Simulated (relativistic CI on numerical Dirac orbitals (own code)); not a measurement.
# Mo²⁺ (4d4) in a crystal field

Calculated by Dirac-Coulomb-Breit CI, orbitals from a KLI potential per configuration, model QED, valence Slater integrals scaled by 0.8, one configuration in a parametric crystal field (own radial code).

Field parameters in Wybourne normalisation: Oh B⁴₀ = 21Dq, B⁴₄ = √(5/14) B⁴₀. The field is a parameter set, without covalency.

S is read from ⟨S²⟩ = S(S + 1).

Powder χT (cm³ K mol⁻¹) by Van Vleck's formula, with temperature-independent terms:

| Field | 2 K | 5 K | 10 K | 20 K | 50 K | 100 K | 200 K | 300 K |
| --- | --- | --- | --- | --- | --- | --- | --- | --- |
| Oh, 10Dq = 4700 cm⁻¹ | 0.0776 | 0.194 | 0.388 | 0.772 | 1.62 | 2.16 | 2.45 | 2.55 |
| Oh, 10Dq = 8500 cm⁻¹ | 0.0891 | 0.223 | 0.446 | 0.887 | 1.84 | 2.39 | 2.64 | 2.71 |
| Oh, 10Dq = 12250 cm⁻¹ | 0.0423 | 0.106 | 0.211 | 0.423 | 1.04 | 1.8 | 2.38 | 2.56 |
| Oh, 10Dq = 16000 cm⁻¹ | 0.0145 | 0.0361 | 0.0723 | 0.145 | 0.361 | 0.719 | 1.28 | 1.56 |
| Oh, 10Dq = 19800 cm⁻¹ | 0.0148 | 0.037 | 0.0739 | 0.148 | 0.37 | 0.734 | 1.28 | 1.53 |
| Oh, 10Dq = 23550 cm⁻¹ | 0.0153 | 0.0382 | 0.0764 | 0.153 | 0.382 | 0.757 | 1.31 | 1.54 |
| Oh, 10Dq = 27350 cm⁻¹ | 0.0156 | 0.039 | 0.0781 | 0.156 | 0.39 | 0.773 | 1.32 | 1.54 |
| Oh, 10Dq = 31100 cm⁻¹ | 0.0159 | 0.0396 | 0.0793 | 0.159 | 0.396 | 0.784 | 1.33 | 1.55 |

**Question.** For Oh, 10Dq = 31100 cm⁻¹: what effective moment follows at 300 K?

**Answer.** μ_eff = √(8χT) = 3.52 μB. The ground level has S = 1.00; the spin-only moment for S = 1 is 2.83 μB. The difference comes from the orbital moment, spin-orbit mixing of terms and temperature-independent paramagnetism, all larger in this ionic model than in covalent complexes. The ground level is a non-magnetic singlet, so χT starts at zero and rises through temperature-independent paramagnetism and the filling of excited levels.
